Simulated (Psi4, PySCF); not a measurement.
Here is a job for Psi4.
```
memory 2 GB

molecule {
1 1
S     0.00815214   -0.00667796    0.11475350
H    -0.52580220    1.06636048   -0.51777110
H     1.09132467   -0.05802782   -0.69808507
H    -0.69595671   -0.90148537   -0.62019990
}

set {
  basis 6-31g*
  scf_type pk
  puream true
  d_convergence 1e-8
  dft_radial_points 99
  dft_spherical_points 590
}

energy('pbe0')
print_variables()
```

Question: Give the equivalent PySCF input.

Answer: One answer among several that fit: 
```python
from pyscf import gto, scf, dft

mol = gto.Mole()
mol.atom = '''
    S     0.008152   -0.006678    0.114753
    H    -0.525802    1.066360   -0.517771
    H     1.091325   -0.058028   -0.698085
    H    -0.695957   -0.901485   -0.620200
'''
mol.basis = '6-31g*'
mol.charge = 1
mol.spin = 0
mol.verbose = 4
mol.build()

mf = dft.RKS(mol)
mf.xc = 'pbe0'
mf.grids.atom_grid = (99, 590)
mf.grids.prune = None
mf.kernel()
```

Both were run: Psi4 gave -399.494965 Eh and PySCF -399.494965 Eh, 0.000 mEh apart.
